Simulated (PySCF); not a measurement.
**The 15-electron isoelectronic series, spin-free X2C**

Calculated with PySCF 2.14 from differences of total energies of unrestricted determinants, without spin-orbit coupling. Each ion has its own even-tempered basis scaled to its charge (19s12p5d4f for the first); frozen: 1s2. Ionisation energies in eV, correlation energies of the ion in mhartree.

| ion | configuration | UHF | MP2 (outer shells) | CCSD (outer shells) | CCSD(T) (outer shells) | LDA | PBE | PBE0 | E_corr MP2 | E_corr CCSD(T) | NIST (with spin-orbit, Breit and QED) |
| --- | --- | --- | --- | --- | --- | --- | --- | --- | --- | --- | --- |
| Mn¹⁰⁺ | [Ne] 3s2 3p3 (4S) | 283.53 | 284.10 | 283.95 | 283.95 | 284.33 | 284.27 | 284.40 | -456.2 | -474.0 | 286.1 ± 0.5 (s) |
| Fe¹¹⁺ | [Ne] 3s2 3p3 (4S) | 328.08 | 328.66 | 328.50 | 328.50 | 328.88 | 328.84 | 328.96 | -459.9 | -477.8 | 330.8 ± 0.6 (s) |
| Co¹²⁺ | [Ne] 3s2 3p3 (4S) | 375.71 | 376.30 | 376.13 | 376.13 | 376.52 | 376.49 | 376.61 | -464.2 | -482.2 | 378.5 ± 0.7 (s) |
| Ni¹³⁺ | [Ne] 3s2 3p3 (4S) | 426.45 | 427.03 | 426.86 | 426.86 | 427.25 | 427.23 | 427.36 | -467.0 | -485.0 | 429.3 ± 0.8 (s) |
| Cu¹⁴⁺ | [Ne] 3s2 3p3 (4S) | 480.26 | 480.82 | 480.64 | 480.64 | 481.05 | 481.05 | 481.18 | -468.0 | -485.6 | 483.1 ± 0.9 (s) |
| Zn¹⁵⁺ | [Ne] 3s2 3p3 (4S) | 537.17 | 537.74 | 537.57 | 537.56 | 537.97 | 537.98 | 538.11 | -472.3 | -490.1 | 540 ± 1 (s) |
| Ga¹⁶⁺ | [Ne] 3s2 3p3 (4S) | 597.18 | 597.73 | 597.55 | 597.55 | 597.96 | 598.00 | 598.13 | -473.9 | -491.3 | 599.8 ± 1.4 (s) |
| Ge¹⁷⁺ | [Ne] 3s2 3p3 (4S) | 660.30 | 660.86 | 660.68 | 660.67 | 661.08 | 661.13 | 661.26 | -477.6 | -495.2 | 662.8 ± 1.9 (s) |
| As¹⁸⁺ | [Ne] 3s2 3p3 (4S) | 726.51 | 727.11 | 726.93 | 726.92 | 727.28 | 727.35 | 727.48 | -484.7 | -503.6 | 728.9 ± 2.2 (s) |
| Se¹⁹⁺ | [Ne] 3s2 3p3 (4S) | 795.85 | 796.44 | 796.25 | 796.24 | 796.61 | 796.69 | 796.82 | -486.3 | -504.8 | 798 ± 3 (s) |

Each ion has its own basis, which adds noise of up to about 0.1 % along the series.

NIST values marked (s) are semi-empirical, (t) theoretical. Open shells are high-spin determinants of the terms that Hund's rules give; for the heavier ions, far from LS coupling, these are not the ground levels.

Spin-orbit coupling of the open shells is absent from the calculated values and included in NIST's; it grows fast with Z.
